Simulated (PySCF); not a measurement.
## [RuF6]-: what the settings change

[RuF6]- holds Ru(V), d3, at total charge -1. The structure is a PBE0-D3(BJ)/def2-TZVP geometry optimised for multiplicity 4; coordination octahedral, point group Oh, metal–donor distances 1.86 Å.

The d shell alone is too small an active space for [RuF6]- (an active orbital has only 0.58 squared overlap with the free ion's shell): its levels, fitted parameters, g values and moments show what this model gives and aren't sound predictions.

```
7

Ru    0.000    0.000    0.000
F     0.000    0.000    1.857
F     0.000    0.000   -1.857
F     1.857    0.000    0.000
F    -1.857    0.000    0.000
F     0.000    1.857    0.000
F     0.000   -1.857    0.000
```

Method (PySCF 2.14, density fitting): CASSCF(3,5) with orbitals averaged over all microstates of the shell, strongly contracted NEVPT2 on the averaged canonical orbitals; basis x2c-TZVPall on the metal, x2c-SVPall elsewhere; spin-free X2C; IEF-PCM dichloromethane; spin-orbit coupling by state interaction with the mean-field operator over all roots.

Base run: NEVPT2 ground state 4A2g, next 2Eg at 12478, then 2T1g at 12913 cm⁻¹, 10Dq(CASSCF) 35919, B(CASSCF) 716, ζ 1078 cm⁻¹, g 1.951 1.951 1.951, μeff(300 K) 3.78 μB.

**Question.** What happens with the basis x2c-TZVPall on all atoms?

**Answer.** NEVPT2 ground state 4A2g, next 2Eg at 12480, then 2T1g at 12908 cm⁻¹, 10Dq(CASSCF) 35870, B(CASSCF) 717, ζ 1081 cm⁻¹, g 1.950 1.950 1.950, μeff(300 K) 3.78 μB. It took 34 s against 16 s on a shared host of the same kind.

**Question.** What happens with orbitals averaged over the highest spin alone?

**Answer.** NEVPT2 ground state 4A2g, next 2Eg at 12643, then 2T1g at 13122 cm⁻¹, 10Dq(CASSCF) 36070, B(CASSCF) 725, ζ 1094 cm⁻¹, g 1.949 1.949 1.949, μeff(300 K) 3.78 μB.

Charge-transfer states lie outside this active space and may come lower than some of these levels. NEVPT2 on the d shell alone tends to put d–d bands too high for such charged or covalently bound ions.
